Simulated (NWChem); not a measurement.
System meant: GaAsH₄; SMILES [GaH2][AsH2]

Here is an NWChem input.

```
start job
memory heap 200 mb stack 900 mb global 1100 mb
geometry units angstroms noautosym nocenter noautoz
  Ga     0.060991    -1.329914    -0.008943
  As     0.129679     1.099377     0.098312
  H     -0.672202     1.228770    -1.209689
  H      1.485738     1.143238    -0.629255
  H      1.351821    -2.164347     0.376193
  H     -1.308258    -2.056250    -0.337347
end
basis spherical
  Ga library def2-svp
  As library def2-svp
  H library def2-svp
end
dft
  xc m06-2x
  iterations 150
end
property
  shielding 4 1 2 3 5
end
task dft property
```

End of the output:

```
 Vector   37  Occ=0.000000D+00  E= 4.839170D-02
              MO Center=  1.5D-01,  8.3D-01, -4.5D-02, r^2= 4.0D+00
   Bfn.  Coefficient  Atom+Function         Bfn.  Coefficient  Atom+Function
  ----- ------------  ---------------      ----- ------------  ---------------
    47      0.979243  2 As px                71     -0.845043  4 H  s
    66      0.836515  3 H  s                 15      0.450331  1 Ga px
    81      0.363498  6 H  s                 76     -0.345143  5 H  s
    49      0.260091  2 As pz                44      0.220258  2 As px
    65      0.218042  3 H  s                 70     -0.217603  4 H  s

 center of mass
 --------------
 x =   0.18891575 y =  -0.14262817 z =   0.06306523

 moments of inertia (a.u.)
 ------------------
         807.540222274443         -24.455226775663          -4.495357155282
         -24.455226775663          32.072780504598         -24.802295622192
          -4.495357155282         -24.802295622192         820.356886954132

     Multipole analysis of the density
     ---------------------------------

     L   x y z        total         alpha         beta         nuclear
     -   - - -        -----         -----         ----         -------
     0   0 0 0     -0.000000    -34.000000    -34.000000     68.000000

     1   1 0 0      0.044755     -6.617389     -6.617389     13.279533
     1   0 1 0     -0.190585      6.326452      6.326452    -12.843489
     1   0 0 1     -0.193741     -1.199493     -1.199493      2.205244

     2   2 0 0    -29.256721    -26.892285    -26.892285     24.527849
     2   1 1 0      0.069961     -5.012811     -5.012811     10.095583
     2   1 0 1     -0.787792     -2.593561     -2.593561      4.399330
     2   0 2 0    -30.999979   -205.557429   -205.557429    380.114879
     2   0 1 1     -0.632206     -3.189096     -3.189096      5.745986
     2   0 0 2    -26.786828    -17.743088    -17.743088      8.699348

          -----------------------------------------
          Chemical Shielding Tensors (GIAO, in ppm)
          -----------------------------------------

 ------------------------------------------------------------------------
  xm06: d2 not coded                    0
 ------------------------------------------------------------------------
 ------------------------------------------------------------------------
  current input line :
    23: task dft property
 ------------------------------------------------------------------------
 ------------------------------------------------------------------------
 This error has not yet been assigned to a category
 ------------------------------------------------------------------------
 For more information see the NWChem manual at https://nwchemgit.github.io

0: xm06: d2 not coded:Received an Error in Communication
```

Q: Can this run be used? If not, why, and what is the fix?

A: The run crashed. Cause: this functional's second derivatives, which shieldings need, aren't coded here; the fix takes a hybrid GGA instead. This input runs:
```
start job
memory heap 200 mb stack 900 mb global 1100 mb
geometry units angstroms noautosym nocenter noautoz
  Ga     0.060991    -1.329914    -0.008943
  As     0.129679     1.099377     0.098312
  H     -0.672202     1.228770    -1.209689
  H      1.485738     1.143238    -0.629255
  H      1.351821    -2.164347     0.376193
  H     -1.308258    -2.056250    -0.337347
end
basis spherical
  * library def2-svp
end
dft
  xc pbe0
  iterations 150
end
property
  shielding 4 1 2 3 5
end
task dft property
```
It converges to -4162.06936 Ha (PBE0/def2-SVP, GIAO).
